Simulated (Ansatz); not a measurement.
# Nudged elastic band run: Cl$_{4}$H$_{2}$OW

Input:

```yaml
crystal:
  periodic: [false, false, false]
  atoms:
    - { symbol: W, position_ang: [0.110873, -0.225039, 0.014646] }
    - { symbol: H, position_ang: [-0.034992, 0.640221, 1.452267] }
    - { symbol: Cl, position_ang: [2.238073, -0.324749, 0.871778] }
    - { symbol: Cl, position_ang: [0.169319, 2.23784, -0.15762] }
    - { symbol: Cl, position_ang: [-2.154451, -0.255045, 0.386132] }
    - { symbol: Cl, position_ang: [0.076478, -2.539874, -0.004262] }
    - { symbol: O, position_ang: [0.317239, 0.143505, -1.809306] }
    - { symbol: H, position_ang: [0.356559, 1.115542, -2.029434] }
basis:
  gaussian: { orbitals: def2-SVP }
hamiltonian:
  xc: pbe
neb:
  order_check: false
  images: 5
  f_tol: 0.03
  max_iterations: 60
  final_atoms:
    - { symbol: W, position_ang: [-0.19689409, 0.06658001, 0.00134612] }
    - { symbol: H, position_ang: [0.60399253, 0.03703147, 1.48342671] }
    - { symbol: Cl, position_ang: [2.26879397, 0.24077551, -0.06029145] }
    - { symbol: Cl, position_ang: [-0.44364047, 2.22750154, 0.73888851] }
    - { symbol: Cl, position_ang: [-2.50200408, -0.08384889, -0.13918712] }
    - { symbol: Cl, position_ang: [-0.13709317, -2.17733137, 0.48683042] }
    - { symbol: O, position_ang: [0.25235534, 0.20169966, -1.81075724] }
    - { symbol: H, position_ang: [1.23358797, 0.27999308, -1.97605496] }
  initial_path:
    images:
      - { positions_ang: [[0.110873, -0.225039, 0.014646], [-0.034992, 0.640221, 1.452267], [2.238073, -0.324749, 0.871778], [0.169319, 2.23784, -0.15762], [-2.154451, -0.255045, 0.386132], [0.076478, -2.539874, -0.004262], [0.317239, 0.143505, -1.809306], [0.356559, 1.115542, -2.029434]] }
      - { positions_ang: [[0.07455128, -0.15078983, 0.00981825], [0.18106048, 0.42741772, 1.57491168], [2.2722875, -0.20715469, 0.9519953], [0.10223963, 2.28771388, -0.10303447], [-2.23224779, -0.18207554, 0.25990561], [0.06289694, -2.49059754, -0.00477837], [0.21013344, 0.09649444, -1.85281139], [0.40817653, 1.01139256, -2.11180561]] }
      - { positions_ang: [[0.03822956, -0.07654066, 0.0049905], [0.39711296, 0.21461445, 1.69755637], [2.30650199, -0.08956038, 1.0322126], [0.03516025, 2.33758776, -0.04844893], [-2.31004459, -0.10910608, 0.13367922], [0.04931587, -2.44132108, -0.00529474], [0.10302788, 0.04948388, -1.89631678], [0.45979407, 0.90724311, -2.19417723]] }
      - { positions_ang: [[0.00190784, -0.00229149, 0.00016275], [0.61316544, 0.00181117, 1.82020105], [2.34071649, 0.02803393, 1.11242989], [-0.03191912, 2.38746165, 0.0061366], [-2.38784138, -0.03613662, 0.00745283], [0.03573481, -2.39204463, -0.00581111], [-0.00407769, 0.00247332, -1.93982217], [0.5114116, 0.80309367, -2.27654884]] }
      - { positions_ang: [[-0.06435947, 0.02066568, 0.00055721], [0.61010781, 0.01355127, 1.70794294], [2.31674231, 0.09894779, 0.72152278], [-0.16915957, 2.33414161, 0.25038724], [-2.42589561, -0.05204071, -0.04142715], [-0.02187452, -2.32047354, 0.15840274], [0.08139999, 0.0688821, -1.89680053], [0.75213706, 0.62872681, -2.17638422]] }
      - { positions_ang: [[-0.13062678, 0.04362284, 0.00095166], [0.60705017, 0.02529137, 1.59568482], [2.29276814, 0.16986165, 0.33061567], [-0.30640002, 2.28082158, 0.49463787], [-2.46394984, -0.0679448, -0.09030714], [-0.07948384, -2.24890246, 0.32261658], [0.16687767, 0.13529088, -1.85377888], [0.99286252, 0.45435994, -2.07621959]] }
      - { positions_ang: [[-0.19689409, 0.06658001, 0.00134612], [0.60399253, 0.03703147, 1.48342671], [2.26879397, 0.24077551, -0.06029145], [-0.44364047, 2.22750154, 0.73888851], [-2.50200408, -0.08384889, -0.13918712], [-0.13709317, -2.17733137, 0.48683042], [0.25235534, 0.20169966, -1.81075724], [1.23358797, 0.27999308, -1.97605496]] }
```

Launched with:

```bash
$ ansatz run input.yaml --threads 4 --pin off --max-ram 5120MiB --backend cpu --events-out ev --progress --plain --runs-dir out
```

Output, in part (warnings, iteration lines, the closing report on the highest movable image, with atoms numbered from 0):

```
NEB end point (image 0): max|allowed force component| = 2.339e-2 eV/Å (the criterion of neb.relax_end_points is 1.000e-2)
NEB end point (image 6): max|allowed force component| = 2.298e-2 eV/Å (the criterion of neb.relax_end_points is 1.000e-2)
NEB iter   1: max|band force component| = 3.346e0 eV/Å  barrier→ = 2.8795 eV  barrier← = 2.8793 eV  Δτ_max = 0.2000 Å  (607 SCF iters)
NEB iter   2: max|band force component| = 2.022e0 eV/Å  barrier→ = 1.4060 eV  barrier← = 1.4058 eV  Δτ_max = 0.2000 Å  (214 SCF iters)
NEB iter   3: max|band force component| = 1.385e0 eV/Å  barrier→ = 0.7867 eV  barrier← = 0.7865 eV  Δτ_max = 0.2000 Å  (197 SCF iters)
NEB iter   4: max|band force component| = 1.214e0 eV/Å  barrier→ = 0.3558 eV  barrier← = 0.3556 eV  Δτ_max = 0.1993 Å  (190 SCF iters)
NEB iter   5: max|band force component| = 4.449e-1 eV/Å  barrier→ = 0.2398 eV  barrier← = 0.2396 eV  CI = image 3  Δτ_max = 0.0351 Å  (183 SCF iters)
NEB iter   6: max|band force component| = 1.414e-1 eV/Å  barrier→ = 0.2210 eV  barrier← = 0.2208 eV  CI = image 3  Δτ_max = 0.0542 Å  (171 SCF iters)
NEB iter   7: max|band force component| = 1.253e-1 eV/Å  barrier→ = 0.2181 eV  barrier← = 0.2180 eV  CI = image 3  Δτ_max = 0.0320 Å  (172 SCF iters)
NEB iter   8: max|band force component| = 1.269e-1 eV/Å  barrier→ = 0.2156 eV  barrier← = 0.2154 eV  CI = image 3  Δτ_max = 0.0160 Å  (173 SCF iters)
NEB iter   9: max|band force component| = 5.828e-2 eV/Å  barrier→ = 0.2147 eV  barrier← = 0.2145 eV  CI = image 3  Δτ_max = 0.0218 Å  (176 SCF iters)
NEB iter  10: max|band force component| = 2.768e-2 eV/Å  barrier→ = 0.2138 eV  barrier← = 0.2136 eV  CI = image 3  Δτ_max = 0.0000 Å  (348 SCF iters)
Total energy: -53962.44986040 eV, -1983.0834553076 hartree
Atom 0 at    -0.081590    -0.104156    -0.018341 Å, force     0.008649    -0.013999    -0.025378 eV/Å
Atom 1 at     0.207527     0.280102     1.607255 Å, force    -0.007503     0.001258    -0.006662 eV/Å
Atom 2 at     2.256152    -0.141132     0.328298 Å, force     0.012667    -0.001387    -0.005536 eV/Å
Atom 3 at    -0.249671     2.245715     0.156529 Å, force     0.002052     0.013859     0.014109 eV/Å
Atom 4 at    -2.345489    -0.193178     0.378258 Å, force    -0.009718     0.001531    -0.008535 eV/Å
Atom 5 at    -0.086766    -2.386790     0.271344 Å, force     0.001726    -0.001853     0.013368 eV/Å
Atom 6 at     0.357319     0.229075    -1.824556 Å, force     0.011583     0.012864     0.018581 eV/Å
Atom 7 at     1.021617     0.862765    -2.174585 Å, force    -0.019456    -0.012273     0.000052 eV/Å
Dipole moment:     0.058569     0.029256    -0.363052 e Å
```

The run converged. A vibrational analysis at the climbing image gives one clearly imaginary mode, 172i cm⁻¹: a first-order saddle point.

Final band:

```json
{"image": "0", "path coordinate (Å)": "0.00", "energy (eV)": "0.000"}
{"image": "1", "path coordinate (Å)": "0.43", "energy (eV)": "0.054"}
{"image": "2", "path coordinate (Å)": "0.86", "energy (eV)": "0.164"}
{"image": "3", "path coordinate (Å)": "1.30", "energy (eV)": "0.214"}
{"image": "4", "path coordinate (Å)": "1.77", "energy (eV)": "0.157"}
{"image": "5", "path coordinate (Å)": "2.24", "energy (eV)": "0.046"}
{"image": "6", "path coordinate (Å)": "2.71", "energy (eV)": "0.000"}
```

Run time: 110 s on 4 threads of Arm Neoverse V2 (shared host), peak memory 0.21 GiB.
